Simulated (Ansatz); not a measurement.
`[K][I]` + CH₃SH → `C[S][K]` + HI at 600 K and 1 bar (ligand exchange at a K–I bond).

Program: Ansatz. Geometries: PBE0-D4/def2-TZVP. ΔE: electronic, gas phase. CBS: MP2 limit from def2 TZ/QZ plus the TZ coupled-cluster correction, frozen cores. This one scheme is used for every species. Elements past krypton have def2 core potentials. For I, K outer-core shells are correlated without core-valence functions, which leaves a few kJ/mol of doubt a bond. Scalar relativity is left out up to krypton.

| species | CCSD(T)/CBS energy (Eh) | H − E (kJ/mol) | S (J/(mol·K)) |
| --- | --- | --- | --- |
| `[K][I]` | -896.96383 | 22.5 | 284.3 |
| CH₃SH | -438.22835 | 152.3 | 296.8 |
| `C[S][K]` | -1037.10009 | 137.8 | 381.3 |
| HI | -298.03592 | 31.6 | 227.0 |

H − E and S are ideal-gas, rigid-rotor, harmonic terms from PBE0-D4/def2-TZVP. 1 Eh = 2625.50 kJ/mol, R = 8.31446 J/(mol·K).

Problem. By hand: ΔE, ΔH, ΔS and ΔG.

Solution. ΔE = (-1037.10009) + (-298.03592) − (-896.96383) − (-438.22835) = 0.05617 Eh = 147.5 kJ/mol. Δ(H − E) = 137.8 + 31.6 − 22.5 − 152.3 = -5.4, so ΔH = 142.1 kJ/mol. ΔS = 381.3 + 227.0 − 284.3 − 296.8 = 27.2 J/(mol·K). ΔG = 142.1 − 600 × (27.2)/1000 = 125.8 kJ/mol.

Problem. By hand: the equilibrium constant, and the temperature at which ΔG would vanish if ΔH and ΔS stayed fixed.

Solution. log₁₀ K = −ΔG/(RT ln 10) = -11.0. ΔG = 0 at ΔH/ΔS = 5224 K, far beyond where these terms or the molecules hold.

ΔH outweighs TΔS. A doubt of 5 kJ/mol in ΔE shifts log₁₀ K by 0.4 here. Modes under 60 cm⁻¹, often nearly free rotors, make the harmonic entropy too high. These are equilibria of isolated gas molecules and say nothing of rates. Largest T1 diagnostic: 0.009 (customary marks: 0.02 for closed shells, 0.045 for open ones).
